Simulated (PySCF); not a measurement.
**Polarisability and C₆ of Ba²⁺ (barium, charge +2)**

[Xe], closed-shell 1S. Computed with PySCF 2.14 in aug-cc-pVQZ-X2C (10s9p7d4f2g, 118 functions), with scalar relativity by spin-free X2C-1e. Coupled (time-dependent) response in atomic units; α is the mean over directions.

```csv
method,mean α (bohr³),C₆ (like pair),S(−4)
UHF,10.29,72.98,13.85
PBE,10.51,74.91,14.71
```

S(−4) is the Cauchy moment in α(ω) = α(0) + S(−4) ω² + …

α(iu) at PBE:

```tsv
u (hartree)	α(iu) (bohr³)
0	10.51
0.0500	10.48
0.100	10.37
0.200	9.958
0.300	9.350
0.500	7.852
0.750	6.047
1.00	4.637
1.50	2.886
2.00	1.965
3.00	1.109
5.00	0.5277
```

For an ion, C₆ is the dispersion term alone; charge-induced terms of lower order in 1/R come first.

Spin-orbit coupling, which splits the p, d and f shells strongly at this Z, is absent.
